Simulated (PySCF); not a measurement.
Work out the structure from these simulated measurements.

Elements present: C, H, N, O and Si. Monoisotopic mass: 133.0923 u.

* XPS: Si2p3/2 106.9, C1s 290.4 (×2), C1s 290.5, C1s 291.5, C1s 292.0, N1s 404.2, O1s 537.3, Si1s 1846.9 eV [ΔSCF SCAN, pcX-2 on the ionised atom, pcseg-1 elsewhere, spin-free X2C, 2p3/2 from a spin–orbit splitting computed afterwards within the 2p shell]
* NMR, other nuclei: isotropic shieldings of nuclei other than C and H, by class: 205 (1 N), 237 (1 O), 381 (1 Si) ppm [GIAO PBE0/pcSseg-1]
* Dipole: 0.47 D [B3LYP/def2-SVPD]
* Rotational structure: rotational constants A, B, C: 4.454, 0.615, 0.588 GHz [PBE0-D3(BJ)/def2-SVP]
* 13C NMR: chemical shifts (computed TMS as zero) by class: 67.0 (1 C), 42.2 (1 C), 27.3 (2 C), 22.3 (1 C) ppm [GIAO PBE0/pcSseg-1]
* Triplet: lowest triplet excitation (Tamm–Dancoff): 5.84 eV [TDA B3LYP/def2-SVPD]

Gas-phase values; electronic properties from PySCF, density fitting. Levels stand in brackets. Isolated species at its PBE0-D3(BJ)/def2-SVP geometry (one conformer only). NMR classes are plain means over equivalent atoms (diastereotopic ones count apart unless rotation or inversion swaps them), as if these changed places fast.

Q: Which formula fits the mass and the elements?

A: C5H15NOSi (calculated 133.0923). No other formula that holds each of these elements comes within 0.0003 u with a fitting electron parity and a possible valence count.

Q: What is the compound? Reason from the data.

A: Numbering: `[CH3:1][CH2:2][NH:3][SiH2:4][O:5][CH:6]([CH3:7])[CH3:8]`. Its formula, C5H15NOSi, gives 0 degrees of unsaturation, so no ring and no π bond. 5 carbons fall into 4 classes; from least to most shielded: sp3 carbon bound to oxygen [C6] (67.0 ppm), sp3 carbon bound to nitrogen [C2] (42.2 ppm), methyl carbon [C7/C8] (27.3 ppm, 2 C), methyl carbon [C1] (22.3 ppm). The other shieldings belong to: 205 ppm, silicon-bound nitrogen [N3]; 237 ppm, silyl ether oxygen [O5]; 381 ppm, oxygen-bound silicon [Si4]. The core levels belong to: Si2p3/2 106.9 eV, oxygen-bound silicon [Si4]; C1s 290.4 eV, methyl carbon [C7/C8]; C1s 290.5 eV, methyl carbon [C1]; C1s 291.5 eV, sp3 carbon bound to nitrogen [C2]; C1s 292.0 eV, sp3 carbon bound to oxygen [C6]; N1s 404.2 eV, silicon-bound nitrogen [N3]; O1s 537.3 eV, silyl ether oxygen [O5]; Si1s 1846.9 eV, oxygen-bound silicon [Si4]. One atom of each topological class was ionised and stands for its class. The optimised geometry has point group C1 and is an asymmetric top. Structure: `CCN[SiH2]OC(C)C`. The assignments are read from this structure; whether some other isomer fits the data as well wasn't checked.

Conformer computed: `[CH3:1][CH2:2][NH:3][SiH2:4][O:5][CH:6]([CH3:7])[CH3:8]`: C1–C2–N3–Si4 -137°, C2–N3–Si4–O5 -85°, N3–Si4–O5–C6 -154°, Si4–O5–C6–C7 152°.
